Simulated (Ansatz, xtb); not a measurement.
**Two isomers of C6H6N2O**

We compare I, `C=C1N=C(C=O)C=CN1`, a singlet, with II, `C=C1N=CC=C(C=O)N1`, a singlet. Both are isolated molecules in the gas phase, relaxed with r2SCAN-D4/def2-SVP, each in the lowest conformer that the search found.

Energies in hartree; the thermal terms are from GFN2-xTB frequencies at re-optimised GFN2-xTB minima (ideal gas, soft modes damped towards free rotors, one conformer each, 298.15 K, 1 atm) and include the zero-point energy:

```
                              I           II
E, CCSD(T)/def2-SVP  −415.476054  −415.475908
    E, MP2/def2-SVP  −415.374248  −415.374496
  E, MP2/def2-TZVPP  −416.132128  −416.133469
  zero-point energy     0.108670     0.108708
       H(298 K) − E     0.117724     0.117699
       G(298 K) − E     0.075921     0.075959
```

Question: Correct the CCSD(T) difference for the basis set by the MP2 change, then work out ΔE, ΔE₀, ΔH and ΔG for I → II in kcal/mol (1 Eh = 627.51 kcal/mol) and the equilibrium ratio [II]/[I].

Answer: 1. Differences II − I: CCSD(T) +0.000146, MP2 in the small set −0.000248, MP2 in the large set −0.001341 Eh.
2. ΔE = +0.000146 + (−0.001341 − (−0.000248)) = −0.000947 Eh = −0.59 kcal/mol.
3. ΔE₀ = ΔE + ΔZPE = −0.000947 + (+0.000038) Eh = −0.57 kcal/mol.
4. ΔH = ΔE + (−0.000025) Eh = −0.61 kcal/mol.
5. ΔG = ΔE + (+0.000038) Eh = −0.57 kcal/mol, so ΔS = (ΔH − ΔG)/T = −0.6 J/(mol K).
6. kT = 0.9442 mEh, so K = [II]/[I] = exp(−ΔG/kT) = exp(+0.96) ≈ 2.6.

The two are too close for this level to say which is favoured. An error of 1 kcal/mol in ΔG would change K by a factor of 5.4. Mirror images and further conformers aren't counted.

As drawn, both hold the same kinds of bond in the same numbers.

Other levels gave ΔE = −1.1 (GFN2-xTB); −0.5 (HF/STO-3G, GFN2-xTB geometries); −0.5 (r2SCAN-D4/def2-SVP//GFN2-xTB); −0.5 (r2SCAN-D4/def2-SVP); +1.2 (HF/def2-SVP); −0.2 (MP2/def2-SVP); +0.1 (CCSD(T)/def2-SVP) kcal/mol. The correlated steps freeze 9 core orbitals. Programs: Ansatz 0.2.0, xtb 6.7.1.
